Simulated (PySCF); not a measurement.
# Electron correlation in Cu²⁺ (copper, charge +2)

[Ar] 3d8 4p1, one real determinant (an excited configuration). Computed with PySCF 2.14 in def2-TZVPPD (6s6p4d2f1g, 67 functions), with the non-relativistic Hamiltonian (point nucleus). Frozen: [Ne]; 17 electrons correlated.

MP2 pair energies summed by pair of shells (mhartree):

| pair | energy | share (%) |
| --- | --- | --- |
| 3d-3d | -225.92 | 41.4 |
| 3p-3d | -186.43 | 34.2 |
| 3p-3p | -46.59 | 8.5 |
| 3s-3d | -38.77 | 7.1 |
| 3s-3p | -23.91 | 4.4 |
| 3d-4p | -15.90 | 2.9 |
| 3p-4p | -3.93 | 0.7 |
| 3s-3s | -3.68 | 0.7 |
| 3s-4p | -0.41 | 0.1 |

Total MP2 correlation energy: -545.55 mhartree.

Same-spin part -177.61 and opposite-spin part -367.94 mhartree; SCS-MP2 scales them by 1/3 and 6/5 to -500.74 mhartree.

The reference is one real determinant that mixes LS terms of this configuration.

This basis was not built for core-valence correlation, so the inner-shell part is incomplete.
